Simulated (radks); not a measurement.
K II, configuration [Ne] 3s2 3p5.75 3d0.25 (fractional occupations, a model configuration). Calculated with a radial shooting solver on a logarithmic mesh with Libxc functionals: Dirac Kohn-Sham, PW91, spin-unpolarised, spherical densities, finite nucleus; open shells fill j = l - 1/2 first; Fermi nuclear charge, rms radius 3.4349 fm.

Unscreened Slater integrals over Kohn-Sham orbitals (cm^-1). Large and small components are both included. Empty in this configuration: 3d5/2.

F0(3d3/2,3d3/2): 68724
F2(3d3/2,3d3/2): 28945
F0(3d3/2,3p3/2): 90979
F2(3d3/2,3p3/2): 35868
G1(3d3/2,3p3/2): 42720
G3(3d3/2,3p3/2): 24780
F0(3d3/2,3p1/2): 91123
G1(3d3/2,3p1/2): 42639
F0(3d3/2,3s1/2): 93739
G2(3d3/2,3s1/2): 29572
F0(3d3/2,3d5/2): 68644
F2(3d3/2,3d5/2): 28912
G2(3d3/2,3d5/2): 28909
G4(3d3/2,3d5/2): 17503
F0(3p3/2,3p3/2): 140250
F2(3p3/2,3p3/2): 70047
F0(3p3/2,3p1/2): 140660
G2(3p3/2,3p1/2): 70233
F0(3p3/2,3s1/2): 147940
G1(3p3/2,3s1/2): 97725
F0(3p3/2,3d5/2): 90821
F2(3p3/2,3d5/2): 35766
G1(3p3/2,3d5/2): 42582
G3(3p3/2,3d5/2): 24699
F0(3p1/2,3p1/2): 141080
F0(3p1/2,3s1/2): 148420
G1(3p1/2,3s1/2): 98135
F0(3p1/2,3d5/2): 90964
G3(3p1/2,3d5/2): 24643
F0(3s1/2,3s1/2): 156940
F0(3s1/2,3d5/2): 93567
G2(3s1/2,3d5/2): 29461
F0(3d5/2,3d5/2): 68565
F2(3d5/2,3d5/2): 28880
F4(3d5/2,3d5/2): 17485
